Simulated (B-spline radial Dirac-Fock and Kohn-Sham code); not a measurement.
Dipole and non-dipole photoemission parameters of Pd 3d3/2

System: the Pd atom, configuration [Kr] 4d10; threshold 340.5 eV (tabulated edge). Calculated with a radial atomic solver, using Dirac-Hartree-Slater photoionisation with a Latter tail; cross sections with all multipoles, angular parameters from the dipole term and its interference with E2.

Input file task.json (cfg lists n, l and occupation; rrms is the nuclear radius in fm):

```json
{"items": [{
  "Z": 46,
  "q": 0,
  "cfg": [[1, 0, 2], [2, 0, 2], [2, 1, 6], [3, 0, 2], [3, 1, 6], [3, 2, 10], [4, 0, 2], [4, 1, 6], [4, 2, 10]],
  "A": 106,
  "rrms": 4.5318,
  "do": "xps",
  "hv": [51.8, 74.6, 80, 111.0, 134.0, 168.0, 188.0, 200, 248.0, 300, 416.0, 449.0, 572.0, 717.0, 743.0, 762.0, 800, 983.0, 1486.9, 2000, 2470.0, 2510.0, 4000, 4950.0, 6000, 7290.0, 7460.0, 7670.0, 11000.0, 13900.0],
  "edges": {"K": 24350.0, "L1": 3604.0, "L2": 3330.0, "L3": 3173.0, "M1": 671.6, "M2": 559.9, "M3": 532.3, "M4": 340.5, "M5": 335.2, "N1": 87.1}
}]}
```

Launch: `python xray2_run.py task.json out`

For linearly polarised light dσ/dΩ = σ/(4π) [1 + β P₂(cos θ) + (δ + γ cos²θ) sin θ cos φ], with θ from the polarisation vector and φ the angle between the beam and the projection of the electron momentum on the plane normal to the polarisation.

```csv
hν (eV),σ (kb),β,γ,δ
416,1560,0.331,-0.019,0.002
449,1460,0.377,-0.036,0.004
572,977,0.743,-0.053,0.015
717,608,0.984,-0.022,0.026
743,560,1.012,-0.014,0.027
762,527,1.031,-0.008,0.028
800,470,1.064,0.006,0.031
983,278,1.166,0.079,0.040
1486.9,87.9,1.238,0.289,0.058
2000,36.0,1.214,0.475,0.076
2470,18.4,1.170,0.616,0.091
2510,17.5,1.166,0.627,0.093
4000,?,?,?,?
4950,1.72,0.938,1.088,0.179
6000,0.852,0.863,1.211,0.216
7290,0.412,0.785,1.327,0.261
7460,0.378,0.776,1.340,0.267
7670,0.340,0.765,1.355,0.274
11000,0.0843,0.625,1.533,0.383
13900,0.0332,0.538,1.623,0.471
```

Question: Give the values at 4000 eV.

Answer: σ = 3.65 kb, β = 1.018, γ = 0.947, δ = 0.145.
